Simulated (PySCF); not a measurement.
TeHCl, SMILES Cl[TeH].

The structure is a stationary point at B3LYP-D3(BJ)/def2-TZVP. The def2 effective core potentials stand for the cores of Te; spin–orbit coupling is left out.

Vertical ionisation energy (IE) and electron affinity (EA) in eV. Rows of orbital energies are one-electron estimates. Where ΔSCF, EOM or ADC give a negative EA the extra electron is unbound and the value depends on the basis.

```tsv
level	IE	EA
−ε(HOMO), −ε(LUMO), CAM-B3LYP/def2-TZVPD (PySCF)	7.96	1.74
−ε(HOMO), −ε(LUMO), M06-2X/def2-TZVPD (PySCF)	7.84	1.79
```
